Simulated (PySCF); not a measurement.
CH6ClNSi, SMILES CN[SiH2]Cl. Atoms are numbered in the order given.

```xyz
10

Si     0.3780    -0.7609     0.1283
Cl     1.4666     1.0092    -0.1776
N     -1.2705    -0.5153     0.5384
C     -2.2766     0.0036    -0.3748
H      0.4460    -1.5012    -1.1560
H      1.0229    -1.4767     1.2564
H     -1.4794    -0.3376     1.5172
H     -2.3308     1.1087    -0.3914
H     -2.0513    -0.3278    -1.4012
H     -3.2782    -0.3830    -0.1221
```

Geometry optimised at B3LYP-D3(BJ)/def2-SVP. Other conformers were not sampled.

Computed with PySCF with PBE/def2-TZVP.

Atomic charges (e):

```json
[
 {"atom": "Si1", "IAO": "0.86", "Löwdin": "-0.13"},
 {"atom": "Cl2", "IAO": "-0.35", "Löwdin": "0.16"},
 {"atom": "N3", "IAO": "-0.65", "Löwdin": "-0.12"},
 {"atom": "C4", "IAO": "-0.32", "Löwdin": "-0.36"},
 {"atom": "H5", "IAO": "-0.12", "Löwdin": "-0.03"},
 {"atom": "H6", "IAO": "-0.12", "Löwdin": "-0.03"},
 {"atom": "H7", "IAO": "0.27", "Löwdin": "0.17"},
 {"atom": "H8", "IAO": "0.14", "Löwdin": "0.11"},
 {"atom": "H9", "IAO": "0.15", "Löwdin": "0.12"},
 {"atom": "H10", "IAO": "0.15", "Löwdin": "0.11"}
]
```

Problem. Give the Mayer and Wiberg (Löwdin basis) orders of the bonds. (Estimate from the structure and the level; the computed values follow.)

Solution. 
```
bond     Mayer  Wiberg
-------  -----  ------
Si1–Cl2   1.13    1.79
Si1–N3    1.26    1.52
N3–C4     0.99    1.41
Si1–H5    0.93    0.93
Si1–H6    0.93    0.94
N3–H7     0.91    0.89
C4–H8     0.96    0.93
C4–H9     0.96    0.91
C4–H10    0.96    0.93
```
